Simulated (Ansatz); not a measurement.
`C=C[SiH](Br)C=C` + H–F → `C=C[SiH](F)Br` + `C=C` at 298.15 K and 1 bar (ligand exchange at the Si–C bond).

Gas-phase electronic energies from Ansatz, PBE0-D4/def2-TZVP geometries. CBS: MP2 limit from def2 TZ/QZ plus the TZ coupled-cluster correction, frozen cores. This one scheme is used for every species. For Br outer-core shells are correlated without core-valence functions, which leaves a few kJ/mol of doubt a bond. Scalar relativity is left out up to krypton. Each species was taken in one conformer, which may not be the lowest.

```csv
species,CCSD(T)/CBS energy (Eh),H − E (kJ/mol),S (J/(mol·K))
`C=C[SiH](Br)C=C`,-3018.83764,275.2,387.5
H–F,-100.39570,33.5,173.6
`C=C[SiH](F)Br`,-3040.80170,166.3,351.5
`C=C`,-78.48111,144.6,218.9
```

H − E and S are ideal-gas, rigid-rotor, harmonic terms from PBE0-D4/def2-TZVP, for one conformer and one mirror image of each species. 1 Eh = 2625.50 kJ/mol, R = 8.31446 J/(mol·K).

By hand: ΔE, ΔH, ΔS and ΔG.

ΔE = (-3040.80170) + (-78.48111) − (-3018.83764) − (-100.39570) = -0.04947 Eh = -129.9 kJ/mol. Δ(H − E) = 166.3 + 144.6 − 275.2 − 33.5 = 2.2, so ΔH = -127.7 kJ/mol. ΔS = 351.5 + 218.9 − 387.5 − 173.6 = 9.3 J/(mol·K). ΔG = -127.7 − 298.15 × (9.3)/1000 = -130.5 kJ/mol.

By hand: the equilibrium constant, and the temperature at which ΔG would vanish if ΔH and ΔS stayed fixed.

log₁₀ K = −ΔG/(RT ln 10) = 22.9. ΔH and −TΔS have one sign here, so there is no such temperature.

The number of gas molecules stays the same, so ΔS is small and ΔH decides. A doubt of 5 kJ/mol in ΔE shifts log₁₀ K by 0.9 here. Other conformers and mirror images would add mixing entropy, several J/(mol·K) or more a flexible species. These are equilibria of isolated gas molecules and say nothing of rates. Largest T1 diagnostic: 0.011 (customary marks: 0.02 for closed shells, 0.045 for open ones).

ΔS is within the doubt of such terms, so its sign, and with it that verdict, could turn.
